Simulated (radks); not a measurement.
Problem. Successive ionisation energies (eV) of one element, from differences of total energies of ions in their ground configurations, starting at charge 0: 9.418, 17.718, 38.078, 53.682, 70.420, 88.133, 106.69, 131.37, 152.18, 173.72. Method: scalar-relativistic Kohn-Sham, LDA (Slater exchange, Perdew-Wang correlation), spin-polarised, spherical densities, point nucleus; open shells are filled with parallel spins first (spin-orbit coupling, left out, can overturn this in heavy ions); computed with a radial shooting solver on a logarithmic mesh with Libxc functionals. Which element is it?

Solution. Cadmium (Z = 48). The first species listed is Cd in [Kr] 4d10 5s2, the last Cd9+ in [Kr] 4d3.
